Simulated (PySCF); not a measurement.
NMR data simulated for an unnamed compound:

$^{1}$H NMR (400 MHz, computed): δ 3.96 (s, 3H), 3.74 (s, 3H), 3.11 (m, 1H), 1.49 (m, 1H), 0.94 (m, 1H).

$^{13}$C{$^{1}$H} NMR (computed): δ 125.3 (C), 66.7 (CH), 60.3 (CH3), 21.5 (CH2), -2.9 (C).

Computed data (PySCF 2.14.0 with density-fitted response routines): PBE0/pcSseg-1 with gauge-including orbitals, coordinates at the GFN2-xTB level. Gas phase, a single conformation, equivalent nuclei averaged, non-relativistic Hamiltonian.

δ = σ(ref) − σ, references computed at the same level: $^{1}$H, $^{13}$C against TMS.

Q: Which of these does the molecule contain: a methoxy group, a three-membered ring, a benzene ring, an S-methyl group, a tert-butyl group, a Si–H bond?

A: 
- A methoxy group: yes (δC 60.3; δH 3.74 (s)).
- A three-membered ring: yes.
- A benzene ring: no.
- An S-methyl group: no.
- A tert-butyl group: no.
- A Si–H bond: yes (δH 3.96 (s)).

The data belong to SMILES CO[C@@H]1C[C@]1([SiH3])C#N, C5H9NOSi; they needn't prove each group on their own.

Carbon signals by region: 1 in the sp2 and nitrile region (100–160 ppm), 2 at 50–100 ppm, 2 below 50 ppm.

Shifts are as computed. Against solution values, carbons near 30 ppm lie about +3 ppm off and those near 130 ppm about +5 ppm. Of 1211 compounds with measured shifts, 218 miss one by over three times the rms of a fit or turn the order of signals round; such compounds aren't used in these exercises. No couplings were computed; multiplicities are counted from neighbouring protons, with m where these are inequivalent, close in shift, in a saturated or five-membered ring or joined by F or P, and br s for small geminal =CH2 splittings.
